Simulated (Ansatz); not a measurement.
Born–Oppenheimer molecular dynamics of CH$_{8}$FW (11 atoms, charge 0, multiplicity 2). It starts at the highest image of a converged band, a first-order saddle point between two minima.

Computed with UKS PBE/def2-SVP in Ansatz.

* ensemble: NVE (velocity Verlet)
* time step: 0.5 fs
* steps asked: 200
* starting velocities drawn for: 100 K
* seed: 11762

Frames 0.5 fs apart, positions in Å, forces in eV/Å.

Velocities at 60 fs (Å/ps):

```
W -0.09 0.02 -0.51
H 9.75 -4.63 -3.62
F -3.09 0.12 1.73
H 7.35 -1.69 1.20
H 3.64 2.64 9.62
H 7.86 0.02 5.89
H 20.09 -0.92 3.13
C 3.43 -0.86 1.96
H -20.67 -2.64 9.29
H 1.89 10.23 5.45
H 4.02 1.68 5.91
```

```xyz
11
Properties=species:S:1:pos:R:3:forces:R:3 time_fs=60 energy_less_start_eV=0.012 T=90
W 0.459 -0.008 0.316 0.84 -0.14 -0.24
H -0.718 0.030 1.969 0.34 0.06 0.27
F 2.349 0.002 0.696 -0.57 0.00 0.22
H -0.286 1.483 0.274 -0.18 0.33 -0.06
H -1.265 0.111 0.559 -0.08 0.00 -0.01
H -0.457 -1.409 0.454 -0.16 -0.21 -0.08
H 0.175 -0.080 -1.365 -0.06 -0.01 -0.22
C -0.053 -0.010 2.922 -0.77 -0.58 0.27
H -0.564 -0.832 3.497 0.41 0.39 -0.22
H 1.022 -0.216 2.846 0.29 -0.16 -0.09
H -0.193 0.952 3.425 -0.08 0.33 0.16
11
Properties=species:S:1:pos:R:3:forces:R:3 time_fs=60.5 energy_less_start_eV=0.020 T=84
W 0.459 -0.008 0.315 0.90 -0.15 -0.23
H -0.712 0.028 1.967 0.32 0.07 0.30
F 2.348 0.002 0.697 -0.55 0.00 0.24
H -0.282 1.482 0.275 -0.21 0.36 -0.07
H -1.264 0.113 0.564 -0.09 -0.01 -0.01
H -0.453 -1.409 0.457 -0.18 -0.23 -0.08
H 0.185 -0.081 -1.364 -0.07 -0.01 -0.28
C -0.051 -0.011 2.923 -0.92 -0.60 0.42
H -0.573 -0.833 3.501 0.54 0.52 -0.33
H 1.023 -0.211 2.849 0.33 -0.21 -0.08
H -0.191 0.953 3.428 -0.08 0.27 0.11
11
Properties=species:S:1:pos:R:3:forces:R:3 time_fs=61 energy_less_start_eV=0.026 T=78
W 0.459 -0.008 0.315 0.94 -0.15 -0.24
H -0.706 0.026 1.966 0.29 0.09 0.31
F 2.346 0.002 0.698 -0.53 0.00 0.25
H -0.280 1.482 0.275 -0.22 0.37 -0.07
H -1.262 0.114 0.569 -0.09 -0.01 -0.01
H -0.450 -1.410 0.460 -0.20 -0.24 -0.08
H 0.194 -0.081 -1.363 -0.08 -0.01 -0.32
C -0.050 -0.011 2.924 -1.00 -0.58 0.56
H -0.582 -0.832 3.505 0.65 0.60 -0.40
H 1.025 -0.207 2.851 0.34 -0.25 -0.06
H -0.189 0.955 3.432 -0.08 0.18 0.05
11
Properties=species:S:1:pos:R:3:forces:R:3 time_fs=61.5 energy_less_start_eV=0.029 T=75
W 0.459 -0.008 0.315 0.95 -0.15 -0.26
H -0.699 0.024 1.966 0.25 0.10 0.31
F 2.344 0.002 0.699 -0.51 0.00 0.27
H -0.277 1.484 0.275 -0.23 0.37 -0.07
H -1.261 0.115 0.574 -0.09 -0.01 0.00
H -0.447 -1.411 0.462 -0.21 -0.24 -0.08
H 0.204 -0.082 -1.363 -0.08 -0.01 -0.35
C -0.049 -0.012 2.925 -1.01 -0.50 0.69
H -0.589 -0.830 3.507 0.71 0.63 -0.44
H 1.028 -0.203 2.854 0.31 -0.28 -0.04
H -0.188 0.957 3.435 -0.08 0.08 -0.02
11
Properties=species:S:1:pos:R:3:forces:R:3 time_fs=62 energy_less_start_eV=0.029 T=75
W 0.459 -0.008 0.315 0.94 -0.14 -0.30
H -0.692 0.022 1.967 0.19 0.11 0.29
F 2.343 0.002 0.700 -0.50 0.00 0.29
H -0.275 1.486 0.275 -0.23 0.35 -0.07
H -1.260 0.117 0.578 -0.09 -0.01 0.00
H -0.444 -1.413 0.465 -0.21 -0.23 -0.08
H 0.213 -0.082 -1.364 -0.08 -0.01 -0.36
C -0.048 -0.013 2.926 -0.94 -0.38 0.79
H -0.594 -0.827 3.509 0.75 0.61 -0.45
H 1.032 -0.200 2.856 0.24 -0.30 -0.02
H -0.186 0.960 3.439 -0.07 -0.02 -0.09
11
Properties=species:S:1:pos:R:3:forces:R:3 time_fs=62.5 energy_less_start_eV=0.026 T=78
W 0.459 -0.008 0.314 0.91 -0.13 -0.36
H -0.684 0.021 1.969 0.13 0.13 0.25
F 2.341 0.002 0.701 -0.48 0.00 0.30
H -0.274 1.489 0.275 -0.22 0.32 -0.07
H -1.259 0.118 0.583 -0.09 -0.01 0.00
H -0.443 -1.416 0.467 -0.21 -0.21 -0.08
H 0.223 -0.083 -1.366 -0.08 -0.01 -0.36
C -0.047 -0.014 2.928 -0.79 -0.22 0.87
H -0.598 -0.822 3.509 0.74 0.55 -0.41
H 1.036 -0.197 2.858 0.14 -0.30 0.00
H -0.185 0.962 3.442 -0.07 -0.11 -0.16
11
Properties=species:S:1:pos:R:3:forces:R:3 time_fs=63 energy_less_start_eV=0.020 T=83
W 0.459 -0.008 0.314 0.86 -0.11 -0.43
H -0.676 0.020 1.971 0.06 0.14 0.21
F 2.339 0.002 0.702 -0.46 0.00 0.32
H -0.273 1.493 0.275 -0.20 0.27 -0.06
H -1.258 0.119 0.588 -0.08 -0.01 0.00
H -0.441 -1.419 0.469 -0.20 -0.18 -0.08
H 0.232 -0.084 -1.369 -0.07 -0.01 -0.34
C -0.046 -0.015 2.929 -0.59 -0.04 0.92
H -0.599 -0.816 3.509 0.70 0.43 -0.35
H 1.041 -0.196 2.860 0.03 -0.30 0.03
H -0.184 0.965 3.445 -0.06 -0.19 -0.21
11
Properties=species:S:1:pos:R:3:forces:R:3 time_fs=63.5 energy_less_start_eV=0.013 T=89
W 0.459 -0.008 0.314 0.79 -0.09 -0.51
H -0.668 0.019 1.973 -0.02 0.15 0.15
F 2.337 0.002 0.703 -0.44 0.00 0.34
H -0.273 1.497 0.274 -0.18 0.22 -0.06
H -1.258 0.120 0.593 -0.06 -0.01 0.00
H -0.440 -1.422 0.470 -0.18 -0.14 -0.09
H 0.241 -0.084 -1.372 -0.06 -0.01 -0.31
C -0.045 -0.015 2.931 -0.33 0.16 0.94
H -0.600 -0.809 3.508 0.63 0.28 -0.25
H 1.045 -0.195 2.862 -0.09 -0.29 0.05
H -0.183 0.966 3.447 -0.05 -0.26 -0.25
11
Properties=species:S:1:pos:R:3:forces:R:3 time_fs=64 energy_less_start_eV=0.007 T=94
W 0.459 -0.008 0.314 0.70 -0.07 -0.61
H -0.660 0.019 1.976 -0.09 0.16 0.08
F 2.335 0.002 0.704 -0.42 0.00 0.35
H -0.273 1.502 0.274 -0.15 0.15 -0.06
H -1.258 0.121 0.598 -0.05 -0.02 0.01
H -0.440 -1.426 0.472 -0.16 -0.10 -0.09
H 0.249 -0.085 -1.377 -0.05 -0.01 -0.27
C -0.045 -0.016 2.933 -0.05 0.37 0.92
H -0.598 -0.801 3.506 0.52 0.09 -0.12
H 1.050 -0.194 2.865 -0.20 -0.28 0.07
H -0.182 0.968 3.449 -0.04 -0.29 -0.28
11
Properties=species:S:1:pos:R:3:forces:R:3 time_fs=64.5 energy_less_start_eV=0.003 T=97
W 0.459 -0.008 0.313 0.61 -0.05 -0.71
H -0.652 0.019 1.979 -0.17 0.16 0.01
F 2.333 0.002 0.706 -0.40 0.00 0.37
H -0.273 1.507 0.273 -0.12 0.08 -0.06
H -1.257 0.122 0.602 -0.03 -0.02 0.01
H -0.440 -1.430 0.473 -0.14 -0.05 -0.09
H 0.258 -0.086 -1.381 -0.04 -0.01 -0.21
C -0.044 -0.017 2.936 0.25 0.58 0.86
H -0.595 -0.793 3.503 0.38 -0.13 0.03
H 1.054 -0.195 2.867 -0.31 -0.27 0.08
H -0.182 0.968 3.450 -0.03 -0.31 -0.29
11
Properties=species:S:1:pos:R:3:forces:R:3 time_fs=65 energy_less_start_eV=0.002 T=98
W 0.459 -0.008 0.313 0.50 -0.02 -0.82
H -0.644 0.019 1.982 -0.24 0.17 -0.05
F 2.331 0.002 0.707 -0.38 0.01 0.39
H -0.274 1.513 0.272 -0.09 0.01 -0.05
H -1.257 0.124 0.607 -0.01 -0.02 0.01
H -0.440 -1.434 0.474 -0.11 0.00 -0.10
H 0.266 -0.086 -1.387 -0.03 -0.01 -0.15
C -0.044 -0.018 2.938 0.54 0.78 0.77
H -0.592 -0.786 3.501 0.23 -0.36 0.19
H 1.057 -0.196 2.870 -0.39 -0.26 0.10
H -0.181 0.968 3.450 -0.03 -0.29 -0.28
11
Properties=species:S:1:pos:R:3:forces:R:3 time_fs=65.5 energy_less_start_eV=0.003 T=97
W 0.459 -0.008 0.313 0.39 0.00 -0.93
H -0.637 0.020 1.985 -0.29 0.17 -0.11
F 2.329 0.002 0.708 -0.36 0.01 0.41
H -0.275 1.518 0.271 -0.06 -0.07 -0.05
H -1.257 0.125 0.612 0.01 -0.02 0.01
H -0.441 -1.438 0.475 -0.09 0.05 -0.10
H 0.275 -0.087 -1.393 -0.02 0.00 -0.08
C -0.043 -0.019 2.941 0.80 0.95 0.65
H -0.588 -0.779 3.500 0.07 -0.59 0.35
H 1.059 -0.197 2.873 -0.44 -0.24 0.11
H -0.181 0.967 3.450 -0.02 -0.25 -0.26
```

Of the whole run (100 fs, mean temperature of the second half 247 K): The conserved energy stayed within 0.066 meV per atom of its start (net change 0.035 meV per atom), so the integration is sound. The kinetic energy rose, since the run started high on the potential surface and went downhill. It ends in pieces (CH4 + FH4W), so much of that is their flight and rotation, not heat. A run of 0.1 ps of so small a system gives no equilibrium averages.

The run took 6.3 min on 4 threads of Arm Neoverse V2 (shared host), peak memory 0.22 GiB.
